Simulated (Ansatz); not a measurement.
Two members of one family (Si nanocrystals, cubic, H-capped), computed with Ansatz in the gas phase. The two geometries come from different levels. Binding counts from free atoms in the multiplicity of their measured ground term, without zero-point energy. Sets without diffuse functions give affinities that are too small. A dash marks a value that wasn't run or was left out as unsound. The structures are stationary points that may keep the symmetry of their start. Remarks come from the PBE and PBE0 runs and from stability tests at other levels; not every state was tested. HOMO above LUMO (over both spins in singlets and doublets, within one spin in higher multiplets; at PBE or PBE0), or a gap under 0.15 eV within one spin, warns that the state may not be the lowest or that an electron is smeared out.

First: Si43H56, disc (singlet, charge 0, PBE-D4/def2-SVP geometry).

Cartesian coordinates in Å:
```
Si 0.010 -5.387 -2.501
Si -0.685 -4.350 -6.222
Si -2.950 -3.430 -3.406
Si -0.803 -0.630 -5.154
Si 0.747 -6.350 1.219
Si -2.218 -4.366 0.218
Si 0.791 -2.587 2.089
Si 2.259 0.917 -3.595
Si 3.125 -0.156 0.415
Si 0.028 -1.580 -1.532
Si -3.006 0.651 -2.291
Si -2.179 -0.322 1.335
Si 0.083 2.129 -0.553
Si -0.749 3.116 -4.164
Si -2.830 4.746 -1.246
Si -0.521 6.872 -3.256
Si 1.559 -3.567 5.729
Si -1.414 -1.288 4.955
Si 1.615 0.229 6.732
Si 0.847 1.195 3.087
Si -2.099 3.746 2.362
Si 0.912 4.894 4.192
Si 0.174 5.916 0.487
Si 0.898 -5.171 -4.673
Si 1.622 -6.164 -0.967
Si -1.261 -3.536 -1.768
Si 0.942 -1.029 -3.627
Si -2.057 -2.603 -5.422
Si -2.095 1.191 -4.390
Si 1.741 -2.014 0.017
Si 2.489 -3.206 3.597
Si -0.563 -4.502 1.886
Si -0.459 -0.754 2.877
Si 0.996 2.661 -2.652
Si 1.796 1.693 0.996
Si -1.275 0.220 -0.763
Si -1.151 3.981 0.219
Si 1.072 6.778 -1.514
Si -1.946 4.997 -3.412
Si 2.551 0.941 4.691
Si 0.313 -1.720 6.493
Si 1.797 5.789 2.193
Si -0.452 2.995 3.867
H -1.013 -6.498 -2.600
H -1.599 -5.508 -6.543
H 0.007 -3.942 -7.500
H -3.392 -4.854 -3.652
H -4.150 -2.652 -2.940
H -0.193 -0.269 -6.489
H -0.167 -7.552 1.204
H 1.857 -6.626 2.202
H -2.670 -5.775 -0.094
H -3.427 -3.582 0.645
H 2.566 1.291 -5.027
H 3.565 0.709 -2.876
H 4.026 -0.478 1.583
H 4.001 0.144 -0.772
H -3.890 -0.564 -2.399
H -3.852 1.786 -1.777
H -3.065 -1.532 1.210
H -3.033 0.814 1.831
H -0.140 3.444 -5.508
H -4.057 3.875 -1.214
H -3.228 6.118 -0.752
H 0.170 7.130 -4.573
H -1.400 8.062 -2.958
H 0.630 -4.753 5.634
H 2.642 -3.904 6.725
H -2.299 -2.501 4.799
H -2.266 -0.134 5.424
H 2.700 0.001 7.756
H 0.719 1.333 7.240
H -3.332 2.885 2.354
H -2.512 5.136 2.791
H 2.022 4.617 5.174
H 0.032 5.972 4.779
H -0.817 6.959 0.958
H 1.328 -6.544 -5.133
H 2.126 -4.302 -4.649
H 2.056 -7.539 -1.417
H 2.840 -5.281 -0.981
H 1.779 -2.186 -4.117
H -3.162 -2.369 -6.428
H -3.202 1.469 -5.381
H 2.585 -3.158 -0.491
H 3.117 -4.485 3.097
H 3.569 -2.162 3.669
H -1.175 -4.817 3.232
H 1.868 3.885 -2.513
H 2.674 2.915 1.115
H 2.276 5.976 -1.929
H 1.542 8.187 -1.239
H -3.049 5.322 -4.394
H 3.599 -0.034 4.229
H 3.218 2.280 4.883
H -0.274 -2.067 7.843
H 2.991 4.996 1.736
H 2.272 7.194 2.478
H -1.066 2.620 5.198
```

| level | HOMO (eV) | LUMO (eV) | gap (eV) | vertical IE (eV) | vertical EA (eV) | vertical triplet (eV) | binding per atom (eV) |
| --- | --- | --- | --- | --- | --- | --- | --- |
| PBE-D4/def2-SVP | -6.01 | -2.44 | 3.56 | 7.26 | 1.42 | 3.50 | 3.32 |
| r2SCAN-D4/def2-SVP | -6.26 | -2.38 | 3.88 | – | – | – | 3.33 |
| r2SCAN-D4/def2-mTZVP | -6.26 | -2.39 | 3.88 | – | – | – | 3.27 |
| B3LYP-D4/6-31G | -6.65 | -1.40 | 5.26 | – | – | – | 3.02 |
| PBE0-D4/def2-SVP | -6.93 | -1.85 | 5.09 | 7.80 | 1.18 | 4.17 | 3.32 |

Remarks: gap within one spin near zero at PBE or PBE0 (+1 doublet), gap within one spin near zero at PBE or PBE0 (-1 doublet), gap within one spin near zero at PBE or PBE0 (triplet).

Second: Si47H50 (singlet, charge 0, r2SCAN-D4/def2-SVP geometry).

Cartesian coordinates in Å:
```
Si 1.792 -5.198 -1.117
Si -2.195 -4.092 -2.262
Si 0.712 -4.400 2.465
Si -2.851 -3.406 1.459
Si 0.974 -2.517 -3.869
Si 3.757 -2.661 0.854
Si 3.195 -0.030 -1.867
Si -2.570 -1.462 -4.948
Si -3.407 -0.695 -1.243
Si -0.373 0.951 -2.915
Si 0.169 -1.728 -0.218
Si -0.665 -0.947 3.468
Si 2.333 0.750 1.827
Si -1.224 1.720 0.757
Si 2.937 -2.122 4.474
Si 1.388 1.722 5.503
Si -4.780 2.801 -0.106
Si -4.249 0.025 2.431
Si -2.125 2.504 4.400
Si 2.646 2.646 -4.593
Si -1.705 4.475 -1.851
Si 1.795 3.420 -0.905
Si 0.911 4.231 2.731
Si 2.237 -4.418 -3.297
Si -1.232 -3.255 -4.239
Si 1.579 -3.480 0.477
Si -2.037 -2.487 -0.550
Si -1.469 -5.200 2.095
Si 0.693 -2.748 4.147
Si -2.857 -1.743 3.124
Si 1.008 -0.833 -2.223
Si 4.021 0.878 -3.874
Si 0.460 1.848 -4.923
Si 4.673 -1.678 -1.074
Si 3.710 -1.022 2.542
Si 3.156 1.636 -0.200
Si -2.568 0.177 -3.263
Si -3.424 0.954 0.429
Si -0.391 2.617 -1.253
Si -4.022 4.073 -1.936
Si 0.154 -0.059 1.451
Si -0.718 0.748 5.105
Si 2.279 2.455 3.453
Si -1.267 3.405 2.399
Si -4.306 1.678 4.104
Si 2.637 4.298 -2.919
Si 1.792 5.105 0.735
H 0.557 -6.044 -1.135
H 2.930 -6.071 -0.677
H -1.572 -5.391 -1.861
H -3.654 -4.339 -2.506
H 1.602 -5.527 2.905
H -4.256 -3.886 1.233
H 1.502 -1.955 -5.158
H 4.606 -3.813 1.312
H -3.974 -1.929 -5.191
H -2.040 -0.877 -6.221
H -4.799 -1.223 -1.448
H 3.748 -3.375 4.629
H 3.119 -1.306 5.713
H 2.315 0.795 6.222
H 1.176 2.926 6.372
H -6.184 2.337 -0.355
H -4.805 3.700 1.092
H -5.631 -0.506 2.176
H -2.113 3.569 5.460
H 3.181 3.221 -5.874
H -1.235 5.028 -3.163
H -1.469 5.526 -0.807
H 0.885 5.280 3.806
H 1.892 -5.506 -4.271
H 3.699 -4.135 -3.433
H -1.204 -4.332 -5.286
H -1.467 -6.255 1.029
H -1.990 -5.814 3.360
H 0.124 -3.330 5.410
H -3.368 -2.313 4.417
H 4.076 -0.197 -4.917
H 5.415 1.380 -3.647
H 0.459 0.786 -5.981
H -0.439 2.958 -5.379
H 4.994 -2.691 -2.128
H 5.948 -0.985 -0.698
H 5.101 -0.495 2.761
H 4.558 2.133 0.012
H -3.412 1.337 -3.704
H -4.382 3.392 -3.217
H -4.727 5.397 -1.913
H -1.269 0.166 6.375
H 3.679 2.963 3.649
H -2.161 4.513 1.921
H -4.779 1.072 5.391
H -5.248 2.781 3.732
H 4.033 4.792 -2.688
H 1.797 5.465 -3.343
H 3.206 5.550 0.967
H 1.003 6.289 0.265
```

Estimate the same table for the second.


| level | HOMO (eV) | LUMO (eV) | gap (eV) | vertical IE (eV) | vertical EA (eV) | vertical triplet (eV) | binding per atom (eV) |
| --- | --- | --- | --- | --- | --- | --- | --- |
| PBE-D4/def2-SVP | -5.81 | -2.55 | 3.25 | 7.04 | 1.53 | 3.21 | 3.47 |
| r2SCAN-D4/def2-SVP | -6.05 | -2.51 | 3.54 | – | – | – | 3.46 |
| r2SCAN-D4/def2-mTZVP | -6.06 | -2.52 | 3.54 | – | – | – | 3.40 |
| B3LYP-D4/6-31G | -6.40 | -1.44 | 4.96 | – | – | – | 3.12 |
| PBE0-D4/def2-SVP | -6.71 | -1.96 | 4.74 | 7.56 | 1.31 | 3.90 | 3.46 |

Remarks: gap within one spin near zero at PBE or PBE0 (+1 doublet), gap within one spin near zero at PBE or PBE0 (-1 doublet), gap within one spin near zero at PBE or PBE0 (triplet).
